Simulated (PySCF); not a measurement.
How methods differ on the ionisation energy of Er⁵⁵⁺

Er⁵⁵⁺ [Ne] 3s2 3p1 [3p1/2^1, M_J = 1/2] → Er⁵⁶⁺ [Ne] 3s2, as a difference of total energies. Computed with PySCF 2.14 in an even-tempered Gaussian basis (18 s from 16 bohr⁻², ratio 2.4; 14 p from 21 bohr⁻², ratio 2.4; 4 d from 68 bohr⁻², ratio 2.6; 4 f from 100 bohr⁻², ratio 2.6), with the two-component X2C-1e Hamiltonian. Correlated levels: 1s2 frozen; the 54 highest virtual spinors dropped. "Screened" scales the spin-orbit matrix elements by Boettger's factors to mimic the two-electron term; Breit and QED terms are absent.

```csv
method,ionisation energy (eV)
GHF (spin-free),5286.1
GMP2 (spin-free),5286.7
GHF (screened spin-orbit),5460.4
GMP2 (screened spin-orbit),5460.5
```

Breit and QED terms and the two-electron picture change are absent.

The spin-free rows lack the spin-orbit shift.

For comparison: 5455 ± 5 eV (theoretical estimate listed by NIST; NIST Atomic Spectra Database, ionization energies).
